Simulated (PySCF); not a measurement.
## A ladder of Hamiltonians for Ru(30+) (ruthenium, charge +30)

Occupied: 1s1/2, 2s1/2, 2p1/2, 2p3/2, 3s1/2, 3p1/2. Hartree-Fock calculated with PySCF 2.14 in an uncontracted even-tempered set (17 s from 2.1 bohr⁻², ratio 2.7; 13 p from 2.6 bohr⁻², ratio 2.7), Gaussian nucleus throughout. NR is non-relativistic, sf-X2C the spin-free one-electron X2C Hamiltonian, X2C adds the bare one-electron spin-orbit term, X2C-SNSO screens it by Boettger's factors, DC is four-component Dirac-Coulomb, and the Gaunt and Breit terms are added at first order (total energies over the DC spinors, levels after relaxing the spinors in that mean field). QED terms are absent. Levels marked empty are virtual spinors of this ion; the basis has s and p functions only, so 3d, which can lie below the n = 4 levels, is absent.

| Hamiltonian | E (hartree) | E − E(DC) (hartree) | CPU seconds |
| --- | --- | --- | --- |
| X2C | -3857.1992 | 0.7953 | 0.15 |
| X2C-SNSO | -3857.0641 | 0.9304 | 0.15 |
| DC | -3857.9945 | 0.0000 | 6.1 |
| DC+Gaunt | -3855.1549 | 2.8396 | 11 |
| DC+Breit | -3855.4111 | 2.5834 | 32 |

Task: Give the 2p spin-orbit interval with each Hamiltonian that has one.

Result: X2C 150.6; X2C-SNSO 143.9; DC 143.1; DC+Gaunt 140.9; DC+Breit 140.9 (eV).

```json
{"level (eV)": "1s1/2", "X2C": "-23809.9", "X2C-SNSO": "-23810.2", "DC": "-23826.2", "DC+Gaunt": "-23781.2", "DC+Breit": "-23784.2"}
{"level (eV)": "2s1/2", "X2C": "-4779.6", "X2C-SNSO": "-4779.7", "DC": "-4781.5", "DC+Gaunt": "-4777.3", "DC+Breit": "-4777.6"}
{"level (eV)": "2p1/2", "X2C": "-4544.1", "X2C-SNSO": "-4539.5", "DC": "-4540.1", "DC+Gaunt": "-4532.8", "DC+Breit": "-4533.6"}
{"level (eV)": "2p3/2", "X2C": "-4393.5", "X2C-SNSO": "-4395.6", "DC": "-4397.0", "DC+Gaunt": "-4391.9", "DC+Breit": "-4392.6"}
{"level (eV)": "3s1/2", "X2C": "-1816.2", "X2C-SNSO": "-1816.3", "DC": "-1816.7", "DC+Gaunt": "-1815.7", "DC+Breit": "-1815.8"}
{"level (eV)": "3p1/2", "X2C": "-1740.0", "X2C-SNSO": "-1738.9", "DC": "-1739.1", "DC+Gaunt": "-1737.3", "DC+Breit": "-1737.6"}
{"level (eV)": "3p3/2 (empty)", "X2C": "-1642.6", "X2C-SNSO": "-1643.1", "DC": "-1643.3", "DC+Gaunt": "-1642.2", "DC+Breit": "-1642.5"}
{"level (eV)": "4s1/2 (empty)", "X2C": "-907.28", "X2C-SNSO": "-907.29", "DC": "-907.42", "DC+Gaunt": "-907.08", "DC+Breit": "-907.12"}
```

Weight of the small component: 1s1/2 0.0259, 2s1/2 0.00554, 2p1/2 0.00549, 2p3/2 0.00529, 3s1/2 0.00197, 3p1/2 0.00193, 3p3/2 0.00185, 4s1/2 0.000883.

Koopmans' value for the highest occupied level at DC+Breit: 1737.6 eV, against an ionisation energy of 1743 ± 4 eV (semi-empirical (NIST evaluation); NIST Atomic Spectra Database, ionization energies); the former lacks relaxation, correlation, QED and recoil.

The whole ladder took 50 s of wall time on 1 thread of Intel(R) Xeon(R) 6975P-C (shared host), launched as `OMP_NUM_THREADS=1 python relrun2.py TASK.json OUT` (a driver that calls PySCF for each Hamiltonian).
